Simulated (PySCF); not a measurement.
Worked example: dipole moment from atomic charges

Al(H)(Me)(SeH) (CH₅AlSe), SMILES [AlH]([SeH])[CH3]. Atoms are numbered in the order given.

```xyz
8

Al    -0.6589    -1.0620     0.0000
H     -2.2318    -1.2489     0.0000
C      0.6180    -2.5346     0.0000
H      0.4740    -3.1797     0.8844
H      0.4740    -3.1797    -0.8844
H      1.6651    -2.1920     0.0000
Se     0.1661     1.0917     0.0000
H     -1.1699     1.6964     0.0000
```

Coordinates come from a ωB97X-D3(BJ)/def2-SVP optimisation. One conformer was computed; it need not be the lowest.

Charges (e) from r2SCAN/def2-TZVPD run with PySCF:

| atom | IAO | ESP fit |
|---|---|---|
| Al1 | 0.772 | 0.609 |
| H2 | -0.212 | -0.241 |
| C3 | -0.828 | -0.438 |
| H4 | 0.164 | 0.091 |
| H5 | 0.164 | 0.091 |
| H6 | 0.159 | 0.114 |
| Se7 | -0.298 | -0.348 |
| H8 | 0.080 | 0.123 |

The dipole moment of the full density is 0.99 D.

**Question.** What dipole moment does each set of point charges give, and which comes closer to that of the density?

**Answer.** 
μ = Σ q r, and 1 e Å = 4.8032 D.
IAO: Σ q r = (-0.270, -0.038, 0.000) e Å, |μ| = 1.31 D.
ESP fit: Σ q r = (-0.060, -0.235, 0.000) e Å, |μ| = 1.17 D.
ESP fit comes closer in size. Point charges leave out the atoms' own dipoles (lone pairs, polarised bonds); fits to the potential absorb them, partitions of the density don't.
